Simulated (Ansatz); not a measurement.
Relaxation of Cl2FH2InO (7 atoms, charge 0, multiplicity 1), to a largest force component of 0.03 eV/Å in at most 50 steps.

These are results of RKS PBE/def2-SVP (Ansatz), not measurements.

```xyz
7
Properties=species:S:1:pos:R:3:forces:R:3
In 0.139 -0.581 -0.554 -0.10 1.05 -0.46
Cl 0.134 -0.103 3.046 0.09 -0.81 -0.61
Cl 2.131 0.421 -1.244 0.02 0.00 0.00
O -1.689 -0.012 -1.147 -0.01 -0.01 0.00
H -2.334 -0.624 -0.737 -0.01 0.01 -0.01
F 0.295 -2.177 0.540 0.10 -0.94 0.88
H 0.283 -1.302 2.464 -0.09 0.69 0.20
```

Question: Where does it end, and by what steps?

Answer: The forces met the threshold. After 13 steps the energy has fallen by 0.869 eV; H7 moved furthest, 0.85 Å. Parted: Cl2–H7 (1.34 → 2.06 Å). Joined: In1–Cl2 (3.63 → 2.44 Å), F6–H7 (2.11 → 0.98 Å).

```csv
step,energy less start (eV),largest force component (eV/Å),accepted
0,0.0000,1.047,yes
1,-0.1500,0.405,yes
2,-0.2816,0.678,yes
3,-0.3510,1.036,yes
4,-0.3898,0.844,yes
5,-0.4981,0.947,yes
6,-0.5380,2.262,yes
7,-0.6324,2.259,yes
8,-0.8162,0.933,yes
9,-0.8396,0.301,yes
10,-0.8660,0.211,yes
11,-0.8671,0.203,yes
12,-0.8687,0.031,yes
13,-0.8690,0.007,yes
```

```xyz
7
Properties=species:S:1:pos:R:3
In 0.082 -0.146 -0.070
Cl -0.080 0.138 2.347
Cl 2.156 0.336 -1.041
O -1.626 -0.314 -1.107
H -2.370 -0.318 -0.471
F 0.452 -2.282 0.937
H 0.345 -1.791 1.773
```

The run took 28 s on 2 threads of Arm Neoverse V2 (shared host), peak memory 0.15 GiB.
